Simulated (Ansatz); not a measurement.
Gas-phase electronic energies from Ansatz, PBE0-D4/def2-TZVP geometries. CBS: MP2 limit from def2 TZ/QZ plus the TZ coupled-cluster correction, frozen cores. This one scheme is used for every species. DFT in def2-TZVPP. B3LYP here is the variant with VWN-RPA as its local correlation; programs differ in this. Each species was taken in one conformer, which may not be the lowest.

`CO[SiH](C)N` + silanol → `CO[SiH](N)O[SiH3]` + CH₄  (ligand exchange at the Si–C bond)

```csv
level,ΔE (kJ/mol),difference from CCSD(T)/CBS
r2SCAN-D4,-140.3,0.8
ωB97M-V,-138.7,2.4
B2PLYP,-142.3,-1.2
r2SCAN,-139.1,2.0
PBE0,-129.8,11.3
B3LYP,-139.7,1.4
HF/def2-TZVPP,-157.1,-16.0
MP2/def2-TZVPP,-141.7,-0.6
CCSD/def2-TZVPP,-143.0,-1.9
SCS-MP2/def2-QZVPP,-145.1,-4.0
CCSD(T)/CBS,-141.1,0
```

Largest T1 diagnostic among the species: 0.011.

From PBE to PBE0 (25 % exact exchange), in def2-TZVPP and without D4, ΔE moves by −5.9 kJ/mol. In def2-TZVPP, CCSD(T) changes the Hartree–Fock value by +16.0 kJ/mol (the triples alone add +1.9 kJ/mol) and MP2 by +15.4 kJ/mol.

CCSD(T)/CBS has its own doubt, a few kJ/mol and more with outer-core shells, so smaller differences from it don't rank the levels.
